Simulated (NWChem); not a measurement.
C₃H₃NS; SMILES n1ccsc1

```xyz
8

C     -0.6906    -1.2356     0.0000
C     -1.2174     0.0280     0.0000
S      0.0541     1.1803     0.0000
C      1.1933    -0.1222     0.0000
N      0.6716    -1.3091     0.0000
H     -1.2828    -2.1527     0.0000
H     -2.2634     0.3299     0.0000
H      2.2673     0.0795     0.0000
```
Atoms are numbered in this order, from 1.

Program: NWChem. Structure relaxed at the PBE0/def2-SVP level.

For level B3LYP/def2-SVP:

| Property | Result |
|---|---|
| highest occupied level (eV) | -7.04 |
| orbital gap (eV) | 6.16 |

Q: Estimate the same quantities for level LC-BLYP (range parameter 0.33 per bohr)/def2-SVP.

A: 
* **highest occupied level (eV)**: -9.52
* **orbital gap (eV)**: 10.93
